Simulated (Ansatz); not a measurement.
`BC(=C)[NH][GeH3]` + `N=C(F)S` → `B/N=C(/F)S` + `C=C[NH][GeH3]`  (ligand exchange at a B–C bond)

Gas-phase electronic energies from Ansatz, PBE0-D4/def2-TZVP geometries. CCSD(T)/CBS adds triple-zeta CCSD(T) − MP2 to the extrapolated MP2 energy (def2 sets, frozen cores). Functionals use def2-TZVPP. For Ge outer-core shells are correlated without core-valence functions, which leaves a few kJ/mol of doubt a bond. Scalar relativity is left out up to krypton. One conformer a species, not always the lowest.

| species | r2SCAN energy (Eh) |
| --- | --- |
| `BC(=C)[NH][GeH3]` | -2237.53700 |
| `N=C(F)S` | -592.05704 |
| `B/N=C(/F)S` | -617.51497 |
| `C=C[NH][GeH3]` | -2212.11545 |

(1) Work out ΔE.

Largest T1 diagnostic among the species: 0.015.

## Answers

(1) ΔE = (-617.51497) + (-2212.11545) − (-2237.53700) − (-592.05704) = -0.03638 Eh = -0.99 eV. CCSD(T)/CBS gives -0.87 eV.

In def2-TZVPP, CCSD(T) changes the Hartree–Fock value by +0.09 eV (the triples alone add +0.02 eV) and MP2 by +0.05 eV. The D4 term adds +0.06 eV with B3LYP and +0.03 eV with PBE0; it sums over pairs of atoms, weighted by their polarisabilities, and B3LYP, whose exchange is more repulsive, gets the larger term.

B3LYP here is the variant with VWN-RPA as its local correlation; programs differ in this.
